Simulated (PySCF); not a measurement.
```xyz
8

C     -1.0214    -0.1439     0.2568
C      0.2970     0.1390    -0.4190
O      0.4176     0.4702    -1.5649
S      1.7099    -0.0744     0.6889
H     -1.1560     0.5239     1.1095
H     -1.8273     0.0012    -0.4588
H     -1.0373    -1.1683     0.6328
H      2.6175     0.2523    -0.2453
```

Charge 0, multiplicity 1.

Problem. Give the Mulliken and meta-Löwdin atomic charges from TPSSh-D3(BJ)/def2-TZVP // B3LYP-D3(BJ)/def2-TZVP in PySCF.

Solution. 
```
atom  Mulliken (e)  meta-Löwdin (e)
----  ------------  ---------------
C1           -0.32            -0.37
C2            0.18             0.30
O3           -0.26            -0.39
S4           -0.19            -0.06
H5            0.14             0.14
H6            0.14             0.14
H7            0.14             0.14
H8            0.16             0.11
```
